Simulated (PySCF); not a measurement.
From one molecule to another.

First species: C₇H₁₀OSSi.
Numbering: `[CH3:1][Si@@:2]([OH:3])([SH:4])[c:5]1[cH:6][cH:7][cH:8][cH:9][cH:10]1` (hydrogens: H11, H12, H13 on C1; H14 on O3; H15 on S4; H16 on C6; H17 on C7; H18 on C8; H19 on C9; H20 on C10)

Second species: C8H10OSi.
SMILES: `CC(=O)C#CC1=C[SiH2][C@H]1C`

Levels: PBE0/pcSseg-1 for dipole moment, HOMO energy, LUMO energy and HOMO–LUMO gap; GFN2-xTB for rotational constant A and rotational constant C. Geometries: GFN2-xTB. All species are isolated and taken at one optimised geometry, non-relativistic unless stated. Electronic properties by PySCF.

Dipoles, sizes and rotational constants follow the conformer. The torsions of the flexible species, by atom-mapped SMILES:
- `[CH3:1][Si@@:2]([OH:3])([SH:4])[c:5]1[cH:6][cH:7][cH:8][cH:9][cH:10]1`: C1–Si2–C5–C6 118°, H–O3–Si2–C1 59°, H–S4–Si2–C1 175°

```tsv
property	column X	column Y
dipole moment	1.28 D	3.43 D
HOMO energy	-7.15 eV	-7.43 eV
LUMO energy	-0.63 eV	-2.28 eV
HOMO–LUMO gap	6.52 eV	5.15 eV
rotational constant A	1.701 GHz	2.901 GHz
rotational constant C	0.561 GHz	0.410 GHz
```

Q: Which column belongs to which species?

A: Column X is the first species and column Y the second. The first has 20 atoms and 90 electrons, the second 20 and 80.

Q: How does each property change from the first species to the second?

A: dipole moment +2.15 D; HOMO energy -0.28 eV; LUMO energy -1.65 eV; HOMO–LUMO gap -1.37 eV; rotational constant A +1.200 GHz; rotational constant C -0.151 GHz.

On the first: In atomic units the dipole is 0.50 e·bohr (1 au = 2.5417 D). A dipole of 1.28 D is allowed in C1, and pure rotational transitions are dipole-allowed.

On the second: The dipole matches unit charges of opposite sign 0.71 Å apart (1 e·Å = 4.8032 D).
